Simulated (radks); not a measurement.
Values are calculated unless marked as measured or tabulated.
Charge is removed step by step from the 1s level of neutral rubidium, starting from [Kr] 5s1. Code: a radial shooting solver on a logarithmic mesh with Libxc functionals. Model: non-relativistic Kohn-Sham, LDA (Slater exchange, Perdew-Wang correlation), spin-unpolarised, spherical densities, point nucleus; relativity is left out, which matters for an element this heavy.

[
 {"removed (e)": "0", "E - E(0) (eV)": "0.000", "eigenvalue (eV)": "-14720.2", "E minus straight line (eV)": "0.000"},
 {"removed (e)": "0.25", "E - E(0) (eV)": "3694.3", "eigenvalue (eV)": "-14833.9", "E minus straight line (eV)": "-42.428"},
 {"removed (e)": "0.5", "E - E(0) (eV)": "7416.9", "eigenvalue (eV)": "-14947.2", "E minus straight line (eV)": "-56.477"},
 {"removed (e)": "0.75", "E - E(0) (eV)": "11167.8", "eigenvalue (eV)": "-15059.9", "E minus straight line (eV)": "-42.268"},
 {"removed (e)": "1", "E - E(0) (eV)": "14946.8", "eigenvalue (eV)": "-15171.6", "E minus straight line (eV)": "0.000"}
]

Removing the whole electron costs 14946.8 eV by Delta-SCF, against 14720.2 eV from minus the eigenvalue at the starting occupation. Slater's transition state (half an electron removed) gives 14947.2 eV. Integrating minus the eigenvalue over the occupation (Janak's theorem) gives 14946.8 eV. The mean slope of the eigenvalue, de/dn, is 451 eV per electron.
